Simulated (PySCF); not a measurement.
3-chloro-1H-silole (C4H5ClSi), SMILES ClC1=C[SiH2]C=C1.

Coordinates come from a B3LYP-D3(BJ)/def2-SVP optimisation.

Two levels are set side by side: TDDFT-PBE/def2-SVPD (PySCF) and TDDFT-LC-ωPBE/def2-SVPD (PySCF). Vertical, same geometry. The lowest singlet is HOMO→LUMO 96 % with PBE and HOMO→LUMO 97 % with the other functional; states are paired by order. Differences are taken from unrounded values.

| quantity | TDDFT-LC-ωPBE | TDDFT-PBE | TDDFT-PBE minus TDDFT-LC-ωPBE |
|---|---|---|---|
| lowest singlet excitation (eV) | 4.68 | 4.05 | -0.64 |
| lowest triplet excitation (TDA) (eV) | 2.67 | 2.68 | 0.01 |
| first bright state (f over 0.05) (eV) | 6.81 | 5.18 | -1.64 |
| its oscillator strength | 0.25 | 0.09 | -0.16 |

Functionals without exact exchange tend to place singlet excitations lower, as here. Differences between two approximate levels are no errors against the true value.

Rough cost on one machine, each run with all the roots and properties that it gave: TDDFT-LC-ωPBE against TDDFT-PBE about 6 times.
